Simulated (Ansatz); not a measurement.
```yaml
crystal:
  periodic: [false, false, false]
  atoms:
    - {symbol: F, position_ang: [-2.084705, 1.658518, 1.330945]}
    - {symbol: C, position_ang: [-1.115809, 0.876037, 1.181315]}
    - {symbol: F, position_ang: [-0.850157, -0.027745, 2.278466]}
    - {symbol: C, position_ang: [-0.392031, 0.708784, 0.013481]}
    - {symbol: F, position_ang: [-0.907099, 1.191875, -1.005358]}
    - {symbol: C, position_ang: [0.653906, -0.229496, -0.044916]}
    - {symbol: F, position_ang: [1.492735, -0.346990, 1.137904]}
    - {symbol: C, position_ang: [0.987216, -1.022535, -1.178867]}
    - {symbol: F, position_ang: [0.288007, -0.871072, -2.204225]}
    - {symbol: F, position_ang: [2.018954, -1.525224, -1.209801]}
basis:
  gaussian: {orbitals: def2-SVPD, point_charges: [{charge: 2.00, position_ang: [4.589, 0.514, 0.660]}]}
total_charge: 1
magnetization: {spin_polarized: true, initial_magnetization: 1}
hamiltonian: {xc: {name: BHLYP}}
relax: {f_tol: 0.0001, max_steps: 2}
output: {forces: true}
```

```sh
$ ansatz run in.yaml --threads 2 --pin off --events-out ev --progress --plain --max-ram 32768MiB --backend cuda --devices 0, --max-vram 18GiB
```

It prints (some lines left out):

```
Functional definition: BHLYP
2304 factors; integrals over basis functions are off by at most 3.5e-4 eV
mean field evaluation 1: about -20400.1172 eV, gradient 4.6e1 eV
mean field evaluation 2: about -20397.2342 eV, gradient 5.6e1 eV
mean field evaluation 4: about -20406.7021 eV, gradient 2.7e0 eV
mean field evaluation 8: about -20406.8976 eV, gradient 3.6e-1 eV
mean field evaluation 16: about -20406.9001 eV, gradient 2.8e-3 eV
mean field -20406.90008164 eV, -749.9397457066 hartree, gradient 8.2e-5 eV, S^2 0.770330; 0 other end points of the search recorded, 0 dependent functions left out
reference -20406.90030440 eV, -749.9397538927 hartree; 39, 38 occupied and 179, 180 virtual orbitals, 2304 factors
relax step   1: F+E_penalty+E_count = -20406.90008164 eV  Δ(F+E_penalty+E_count) = +0.000e0 eV  max|allowed force component| = 8.440e0 eV/Å  Δτ_max = 0.0000 Å  (39 SCF iters, accepted)
2304 factors; integrals over basis functions are off by at most 6.3e-4 eV
mean field evaluation 32: about -20408.5345 eV, gradient 2.1e-5 eV
mean field -20408.53454437 eV, -749.9998111041 hartree, gradient 2.1e-5 eV, S^2 0.773370; 0 other end points of the search recorded, 0 dependent functions left out
reference -20408.53476928 eV, -749.9998193693 hartree; 39, 38 occupied and 179, 180 virtual orbitals, 2304 factors
relax step   2: F+E_penalty+E_count = -20408.53454437 eV  Δ(F+E_penalty+E_count) = -1.634e0 eV  max|allowed force component| = 3.920e0 eV/Å  Δτ_max = 0.1915 Å  (48 SCF iters, accepted)
Error: geometry relaxation did not converge after 2 steps: max|allowed force component| = 3.92e0 eV/Å (threshold 1.0e-4). Raise `relax.max_steps` over both its present limit and 2, loosen `relax.f_tol`, or start from a geometry closer to equilibrium. Where this run's directory can be resumed (`checkpoint.write`), a resume goes on for up to `relax.max_steps` more
```

Something in this input is off. What?

The relaxation is allowed too few steps for its threshold. The calculation stopped without meeting its thresholds.
